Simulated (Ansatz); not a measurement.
C$_{5}$H$_{8}$CuFN$_{2}$, SMILES `Cn1ccn(C)[c+]1[Cu-][F]`, relaxed with RKS PBE0-D4/def2-TZVP in the Gaussian-basis code of Ansatz from a GFN2-xTB geometry. The force threshold is 0.005 eV/Å; the program also tests the step.

The species carries charge 0 and has multiplicity 1.

Start:

```xyz
17

C    -1.985    0.094   -1.434
N    -1.064   -0.030   -0.339
C    -1.440   -0.300    0.948
C    -0.308   -0.337    1.688
N     0.732   -0.088    0.836
C     2.108   -0.043    1.242
C     0.280    0.103   -0.426
Cu    1.313    0.471   -1.976
F     2.246    0.796   -3.366
H    -2.668    0.929   -1.265
H    -2.566   -0.822   -1.547
H    -1.415    0.276   -2.345
H    -2.463   -0.441    1.229
H    -0.163   -0.517    2.733
H     2.418   -1.009    1.646
H     2.254    0.724    2.005
H     2.719    0.194    0.371
```

Q: How much energy does the relaxation release, and in how many steps? (An estimate is asked.)

A: Computed: 1.72 kcal/mol, in 5 steps.

Q: Which bonds change most? (Best estimate.)

A: Ansatz gave: Cu8–F9 from 1.705 to 1.773 Å; C7–Cu8 from 1.899 to 1.864 Å; N5–C6 from 1.436 to 1.444 Å; C1–N2 from 1.436 to 1.444 Å.

Q: Give the relaxed structure. (Estimate.)

A: Ansatz gave: 
```xyz
17

C    -1.971    0.095   -1.440
N    -1.063   -0.034   -0.324
C    -1.450   -0.302    0.966
C    -0.321   -0.338    1.706
N     0.719   -0.091    0.844
C     2.109   -0.044    1.231
C     0.279    0.100   -0.421
Cu    1.289    0.465   -1.944
F     2.250    0.811   -3.393
H    -2.655    0.930   -1.281
H    -2.544   -0.824   -1.572
H    -1.380    0.281   -2.336
H    -2.480   -0.442    1.248
H    -0.176   -0.517    2.758
H     2.426   -1.008    1.633
H     2.269    0.733    1.981
H     2.699    0.186    0.345
```
